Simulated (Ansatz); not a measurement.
The same path of BH₅O₂Sn (9 atoms, charge 0, multiplicity 1) was run 3 times with different band settings.

Computed with RKS BHLYP/def2-SVP (Ansatz 0.2.0).

Relaxed end points:

```xyz
9
Properties=species:S:1:pos:R:3
O -1.332 0.956 0.209
B -0.171 1.353 -0.389
O 0.830 0.480 -0.493
Sn 0.700 -1.401 0.195
H -2.004 1.629 0.250
H -0.056 2.476 -0.816
H 2.228 -2.032 -0.203
H -0.557 -2.180 -0.643
H 0.450 -1.328 1.874
```

```xyz
9
Properties=species:S:1:pos:R:3
O -0.992 0.838 -1.030
B -0.276 1.390 -0.008
O 0.490 0.598 0.741
Sn 0.636 -1.379 0.430
H -1.518 1.460 -1.524
H -0.338 2.575 0.212
H 1.281 -1.618 -1.125
H -0.909 -2.057 0.631
H 1.715 -1.854 1.656
```

Common settings: movable images 5; climbing image yes; spring 5.0 eV/Å²; optimiser quadratic models (default); start path through a guess of the saddle point; force threshold 0.05 eV/Å.

| run | iteration limit | end points |
| --- | --- | --- |
| 1 | 60 | relaxed |
| 2 | 3 | relaxed |
| 3 | 60 | as typed, not relaxed |

What does each run give, and how far can it be trusted?

Run 1: converged after 16 iterations, highest image 0.052 eV above the first end. A vibrational analysis at the climbing image gives one clearly imaginary mode, 84i cm⁻¹: a first-order saddle point.
Run 2: not converged after 3 iterations, highest image 6.950 eV above the first end. The band didn't meet its force threshold, so its energies are provisional: the largest band force was still 44.25 eV/Å, and over the last iterations the top moved between 6.95 and 55.38 eV.
Run 3: not converged after 60 iterations, highest image 4.750 eV above the first end. The band didn't meet its force threshold, so its energies are provisional: the largest band force was still 5.93 eV/Å, and over the last iterations the top stayed at 4.75 eV. The end points aren't both relaxed to the band's threshold either. Inner images lie below an end point, which means an intermediate or an end that isn't the lowest structure nearby.
